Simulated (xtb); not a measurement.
F$_{4}$MoO, charge +1, quartet, at a GFN2-xTB geometry of the parent state (such geometries of metal compounds can be far from the true shape) (a state made from the parent by changing its charge; the spin is typed, not shown lowest); GFN2-xTB in xtb.

Here is a job for xtb.
```
$ xtb mol.xyz --gfn 2 --chrg 1 --uhf 3 --json

# file mol.xyz
6

Mo     0.06147091    -0.03387881     0.05793728
O      1.14984763    -0.63372208     1.08374922
F     -1.12609422     0.62063073    -1.06136126
F      0.00314904     1.59071839     0.78506936
F      1.03705102    -0.28749738    -1.41017703
F     -1.22305687    -1.20244210     0.45276230
```

Output, abridged:

```
   ID    Z sym.   atoms
    1   42 Mo     1
    2    8 O      2
    3    9 F      3-6

           -------------------------------------------------
          |                Calculation Setup                |
           -------------------------------------------------

           -------------------------------------------------
          |                 G F N 2 - x T B                 |
           -------------------------------------------------

          ...................................................
          :                      SETUP                      :
          :.................................................:
          :  # basis functions                  30          :
          :  # atomic orbitals                  29          :
          :  # shells                           13          :
          :  # electrons                        39          :
          :  max. iterations                   250          :
          :  Hamiltonian                  GFN2-xTB          :
          :  restarted?                      false          :
          :  GBSA solvation                  false          :
          :  PC potential                    false          :
          :  electronic temp.          300.0000000     K    :
          :  accuracy                    1.0000000          :
          :  -> integral cutoff          0.2500000E+02      :
          :  -> integral neglect         0.1000000E-07      :
          :  -> SCF convergence          0.1000000E-05 Eh   :
          :  -> wf. convergence          0.1000000E-03 e    :
          :  Broyden damping             0.4000000          :
          :  net charge                          1          :
          :  unpaired electrons                  3          :
          ...................................................

 iter      E             dE          RMSdq      gap      omega  full diag
   1    -24.1295910 -0.241296E+02  0.799E+00    0.00       0.0  T
   2    -23.4450224  0.684569E+00  0.127E+01    0.00       1.0  T
   3    -24.1945156 -0.749493E+00  0.661E+00    0.00       1.0  T
   4    -24.3156586 -0.121143E+00  0.453E+00    0.00       1.0  T
   5    -24.2619850  0.536736E-01  0.464E+00    0.00       1.0  T
   6    -24.3740726 -0.112088E+00  0.297E+00    0.00       1.0  T
   7    -24.4324552 -0.583826E-01  0.891E-01    0.00       1.0  T
   8    -24.3595833  0.728720E-01  0.277E+00    0.00       1.0  T
   9    -24.4263039 -0.667206E-01  0.106E+00    0.00       1.0  T
[...]
         :: total energy             -24.381248313091 Eh    ::
[...]
      -------------------------------------------------------------
                  HL-Gap            0.0000000 Eh            0.0000 eV
             Fermi-level           -0.7015247 Eh          -19.0895 eV

     #   Z          covCN         q      C6AA      α(0)
     1  42 Mo       3.749     1.297   320.463    39.843
     2   8 O        0.804    -0.099    16.519     5.448
     3   9 F        0.736    -0.077    10.050     3.744
     4   9 F        0.736    -0.040     9.716     3.681
     5   9 F        0.736    -0.040     9.716     3.681
     6   9 F        0.736    -0.040     9.716     3.681

 Mol. C6AA /au·bohr⁶  :       1129.051321
 Mol. C8AA /au·bohr⁸  :      66018.634641
 Mol. α(0) /au        :         60.079175

Wiberg/Mayer (AO) data.
largest (>0.10) Wiberg bond orders for each atom

 ---------------------------------------------------------------------------
     #   Z sym  total        # sym  WBO       # sym  WBO       # sym  WBO
 ---------------------------------------------------------------------------
     1  42 Mo   5.489 --     2 O    1.542     4 F    1.042     6 F    1.042
                             5 F    1.042     3 F    0.819
     2   8 O    1.980 --     1 Mo   1.542     3 F    0.209
     3   9 F    1.171 --     1 Mo   0.819     2 O    0.209
     4   9 F    1.287 --     1 Mo   1.042
     5   9 F    1.287 --     1 Mo   1.042
     6   9 F    1.287 --     1 Mo   1.042
 ---------------------------------------------------------------------------

Topologies differ in total number of bonds
Writing topology from bond orders to xtbtopo.mol

molecular dipole:
                 x           y           z       tot (Debye)
 q only:        0.114      -0.063       0.108
   full:        0.174      -0.096       0.164       0.655
molecular quadrupole (traceless):
                xx          xy          yy          xz          yz          zz
 q only:       -0.200       0.408       0.316      -0.698       0.385      -0.117
  q+dip:       -0.096       0.196       0.152      -0.335       0.185      -0.056
   full:       -0.051       0.104       0.080      -0.177       0.098      -0.030

           -------------------------------------------------
          | TOTAL ENERGY              -24.381248313091 Eh   |
          | GRADIENT NORM               0.110734876280 Eh/α |
          | HOMO-LUMO GAP               0.000000197363 eV   |
           -------------------------------------------------

normal termination of xtb
```
